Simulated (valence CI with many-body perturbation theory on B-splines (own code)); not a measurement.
# E1 transitions of Yb⁵⁵⁺

Level of theory: configuration interaction combined with many-body perturbation theory (CI+MBPT): five valence electrons over a frozen Dirac-Fock core [Ne], a basis of 9 s, 9 p, 8 d, 6 f, 3 g, 1 h functions for each j, with the one-electron correlation potential Σ1 (screened to all orders), the two-electron term Σ2, the three-electron term Σ3, Breit, model QED; selected single and double excitations, second order for the rest (own B-spline code, finite nucleus).

The last digits are not significant, and no measured levels were compared; by estimate large intervals hold to a few tenths of a per cent, small ones and those within an open d or f shell to about a per cent. Among the levels kept, up to 570 cm⁻¹ of a level comes from second order outside the variational space, and about a tenth of that is noise between levels of different J, which matters for small intervals.

Lines 151 to 200 of 214 in falling wavelength, among levels below 773.63 eV, chosen from the strongest by gf and those to the six lowest levels. Wavelengths and rates use the calculated energies. Electric multipoles are in the length gauge, E1 and E2 with the static RPA response of the core. Weak lines are less certain than strong ones. Lines between different terms over intervals too small for the method are left out, as are lines whose strength nearly cancels. The highest levels of a list are the least certain.

Levels are named by their leading jj configuration (3d3/2^4 stands for four electrons in 3d with j = 3/2), which in mixed levels can hold well under half, so a name can repeat and another be missing. Letters in brackets count levels of one name in rising energy.

```
λ vac (nm)                               Upper                       Lower   A (s⁻¹)  S (a.u.)
     3.621  (3s 3p1/2^2 3p3/2 3d3/2) J=3/2 [a]  (3s^2 3p1/2^2 3d5/2) J=5/2  1.51e+08  1.42e-05
     3.613      (3s^2 3p1/2 3d3/2 3d5/2) J=7/2  (3s 3p1/2^2 3p3/2^2) J=5/2  6.49e+09  1.21e-03
     3.543      (3s 3p1/2^2 3p3/2 3d3/2) J=7/2  (3s^2 3p1/2^2 3d5/2) J=5/2  1.01e+10  1.77e-03
     3.377  (3s 3p1/2^2 3p3/2 3d3/2) J=3/2 [b]  (3s^2 3p1/2^2 3d5/2) J=5/2  4.36e+09  3.32e-04
     3.275  (3s 3p1/2^2 3p3/2 3d3/2) J=5/2 [b]  (3s^2 3p1/2^2 3d5/2) J=5/2  5.19e+09  5.40e-04
     3.061        (3s 3p1/2 3p3/2^3) J=3/2 [a]  (3s^2 3p1/2 3p3/2^2) J=1/2  2.01e+10  1.14e-03
     3.029          (3s^2 3p1/2 3d3/2^2) J=5/2  (3s^2 3p1/2^2 3d5/2) J=5/2  3.48e+08  2.86e-05
     2.990  (3s 3p1/2^2 3p3/2 3d3/2) J=5/2 [a]  (3s^2 3p1/2^2 3d3/2) J=3/2  2.53e+09  2.00e-04
     2.975  (3s 3p1/2^2 3p3/2 3d3/2) J=3/2 [a]  (3s^2 3p1/2^2 3d3/2) J=3/2  2.63e+10  1.37e-03
     2.961  (3s 3p1/2^2 3p3/2 3d3/2) J=1/2 [a]  (3s^2 3p1/2^2 3d3/2) J=3/2  2.49e+09  6.38e-05
     2.958          (3s 3p1/2^2 3p3/2^2) J=5/2  (3s^2 3p1/2^2 3p3/2) J=3/2  2.17e+11  1.66e-02
     2.957  (3s 3p1/2^2 3p3/2 3d5/2) J=5/2 [a]  (3s^2 3p1/2^2 3d5/2) J=5/2  1.31e+11  1.00e-02
     2.957        (3s 3p1/2 3p3/2^3) J=3/2 [a]  (3s^2 3p1/2 3p3/2^2) J=5/2  3.22e+10  1.64e-03
     2.905  (3s 3p1/2^2 3p3/2 3d5/2) J=7/2 [a]  (3s^2 3p1/2^2 3d5/2) J=5/2  2.37e+10  2.29e-03
     2.894  (3s 3p1/2^2 3p3/2 3d5/2) J=3/2 [a]  (3s^2 3p1/2^2 3d5/2) J=5/2  8.86e+10  4.24e-03
     2.880        (3s 3p1/2 3p3/2^3) J=3/2 [a]  (3s^2 3p1/2 3p3/2^2) J=3/2  7.24e+11  3.42e-02
     2.845            (3s 3p1/2 3p3/2^3) J=5/2  (3s^2 3p1/2 3p3/2^2) J=5/2  7.58e+11  5.17e-02
     2.815            (3s 3p1/2 3p3/2^3) J=1/2  (3s^2 3p1/2 3p3/2^2) J=1/2  8.37e+11  1.84e-02
     2.808  (3s 3p1/2^2 3p3/2 3d3/2) J=3/2 [b]  (3s^2 3p1/2^2 3d3/2) J=3/2  3.84e+11  1.68e-02
     2.800        (3s 3p1/2 3p3/2^3) J=3/2 [b]  (3s^2 3p1/2 3p3/2^2) J=1/2  2.37e+11  1.03e-02
     2.799  (3s 3p1/2^2 3p3/2 3d5/2) J=7/2 [b]  (3s^2 3p1/2^2 3d5/2) J=5/2  6.17e+11  5.34e-02
     2.774            (3s 3p1/2 3p3/2^3) J=5/2  (3s^2 3p1/2 3p3/2^2) J=3/2  1.62e+09  1.02e-04
     2.772          (3s 3p1/2^2 3p3/2^2) J=3/2  (3s^2 3p1/2^2 3p3/2) J=3/2  5.90e+11  2.48e-02
     2.764          (3s 3p1/2^2 3p3/2^2) J=1/2  (3s^2 3p1/2^2 3p3/2) J=3/2  4.28e+11  8.92e-03
     2.745          (3s^2 3p1/2 3d3/2^2) J=3/2  (3s^2 3p1/2^2 3d5/2) J=5/2  1.43e+10  5.83e-04
     2.738  (3s 3p1/2^2 3p3/2 3d3/2) J=5/2 [b]  (3s^2 3p1/2^2 3d3/2) J=3/2  7.62e+11  4.63e-02
     2.720  (3s 3p1/2^2 3p3/2 3d5/2) J=5/2 [b]  (3s^2 3p1/2^2 3d5/2) J=5/2  3.56e+11  2.12e-02
     2.714  (3s 3p1/2^2 3p3/2 3d3/2) J=1/2 [b]  (3s^2 3p1/2^2 3d3/2) J=3/2  8.58e+11  1.69e-02
     2.713        (3s 3p1/2 3p3/2^3) J=3/2 [b]  (3s^2 3p1/2 3p3/2^2) J=5/2  1.35e+12  5.30e-02
     2.707  (3s 3p1/2^2 3p3/2 3d5/2) J=3/2 [b]  (3s^2 3p1/2^2 3d5/2) J=5/2  5.30e+11  2.08e-02
     2.661            (3s 3p1/2 3p3/2^3) J=1/2  (3s^2 3p1/2 3p3/2^2) J=3/2  6.64e+11  1.24e-02
     2.648        (3s 3p1/2 3p3/2^3) J=3/2 [b]  (3s^2 3p1/2 3p3/2^2) J=3/2  1.56e+11  5.71e-03
     2.632  (3s^2 3p1/2 3p3/2 3d3/2) J=5/2 [a]  (3s^2 3p1/2^2 3p3/2) J=3/2  1.84e+09  9.96e-05
     2.616  (3s^2 3p1/2 3p3/2 3d3/2) J=1/2 [a]  (3s^2 3p1/2^2 3p3/2) J=3/2  3.23e+09  5.71e-05
     2.616  (3s^2 3p1/2 3p3/2 3d3/2) J=3/2 [a]  (3s^2 3p1/2^2 3p3/2) J=3/2  1.61e+11  5.70e-03
     2.614      (3s^2 3p1/2 3d3/2 3d5/2) J=7/2  (3s^2 3p1/2^2 3d5/2) J=5/2  4.81e+10  3.39e-03
     2.594      (3s^2 3p1/2 3d3/2 3d5/2) J=5/2  (3s^2 3p1/2^2 3d5/2) J=5/2  7.37e+10  3.81e-03
     2.564          (3s^2 3p1/2 3d3/2^2) J=5/2  (3s^2 3p1/2^2 3d3/2) J=3/2  1.20e+12  5.99e-02
     2.561      (3s^2 3p1/2 3d3/2 3d5/2) J=3/2  (3s^2 3p1/2^2 3d5/2) J=5/2  7.69e+09  2.55e-04
     2.512  (3s 3p1/2^2 3p3/2 3d5/2) J=5/2 [a]  (3s^2 3p1/2^2 3d3/2) J=3/2  5.90e+07  2.77e-06
     2.475          (3s^2 3p3/2^2 3d3/2) J=7/2  (3s^2 3p1/2 3p3/2^2) J=5/2  1.43e+12  8.54e-02
     2.473          (3s^2 3p3/2^2 3d3/2) J=5/2  (3s^2 3p1/2 3p3/2^2) J=5/2  1.37e+12  6.12e-02
     2.466  (3s 3p1/2^2 3p3/2 3d5/2) J=3/2 [a]  (3s^2 3p1/2^2 3d3/2) J=3/2  7.05e+09  2.09e-04
     2.431  (3s^2 3p1/2 3p3/2 3d3/2) J=5/2 [b]  (3s^2 3p1/2^2 3p3/2) J=3/2  2.12e+12  9.03e-02
     2.420          (3s^2 3p3/2^2 3d3/2) J=5/2  (3s^2 3p1/2 3p3/2^2) J=3/2  7.18e+11  3.01e-02
     2.389  (3s^2 3p1/2 3p3/2 3d3/2) J=1/2 [b]  (3s^2 3p1/2^2 3p3/2) J=3/2  2.76e+12  3.71e-02
     2.388  (3s^2 3p1/2 3p3/2 3d3/2) J=3/2 [b]  (3s^2 3p1/2^2 3p3/2) J=3/2  3.87e+12  1.04e-01
     2.373          (3s^2 3p1/2 3d3/2^2) J=1/2  (3s^2 3p1/2^2 3d3/2) J=3/2  2.55e+12  3.36e-02
     2.361      (3s 3p1/2^2 3p3/2 3d5/2) J=1/2  (3s^2 3p1/2^2 3d3/2) J=3/2  2.97e+10  3.86e-04
     2.357          (3s^2 3p1/2 3d3/2^2) J=3/2  (3s^2 3p1/2^2 3d3/2) J=3/2  3.95e+12  1.02e-01
```
